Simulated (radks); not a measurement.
The sulfur anion S2-, [Ar], held by a Watson sphere: a shell of charge +2 at radius R that stands for the Madelung well of a crystal (potential energy -2/R inside, -2/r outside, in hartree with lengths in bohr). All-electron calculation, non-relativistic Kohn-Sham, LDA (Slater exchange, VWN5 correlation), spin-unpolarised, spherical densities, point nucleus. Program: a radial shooting solver on a logarithmic mesh with Libxc functionals. Response by self-consistent Sternheimer equations with the Hartree and adiabatic LDA kernel. The sphere does not respond.

| R (bohr) | e(2p) (eV) | e(3s) (eV) | e(3p) (eV) | <r> 3p (bohr) | sum of <r^2> (bohr^2) | X-ray form factor at sin(theta)/lambda = 0.3 1/angstrom | alpha (bohr^3) |
|---|---|---|---|---|---|---|---|
| 2.33 | -153.27 | -17.389 | -7.866 | 2.155 | 42.57 | 8.958 | 28.20 |
| 2.95 | -152.95 | -15.777 | -6.571 | 2.303 | 48.20 | 8.954 | 40.72 |
| 2.99 | -152.92 | -15.686 | -6.491 | 2.312 | 48.55 | 8.956 | 41.69 |
| 3.17 | -152.78 | -15.293 | -6.140 | 2.351 | 50.11 | 8.962 | 46.35 |
| 4.09 | -151.96 | -13.688 | -4.594 | 2.521 | 57.67 | 8.990 | 78.37 |
| 4.29 | -151.78 | -13.412 | -4.312 | 2.554 | 59.26 | 8.993 | 87.53 |
| 4.49 | -151.60 | -13.158 | -4.049 | 2.585 | 60.85 | 8.996 | 97.66 |
